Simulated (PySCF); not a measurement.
An element was calculated at UHF (PySCF 2.14, ECP, a double-zeta basis, no spin-orbit coupling), in the ground configurations that NIST lists.

```
first ionisation energy  : 7.435 eV
second ionisation energy : 15.466 eV
third ionisation energy  : 35.953 eV
```

Task: Which element is it?

Result: Cadmium (Cd, Z = 48), in cc-pVDZ-PP with ECP28MDF. NIST lists 8.994, 16.908, 37.468 ± 0.006 eV for these ionisation energies.
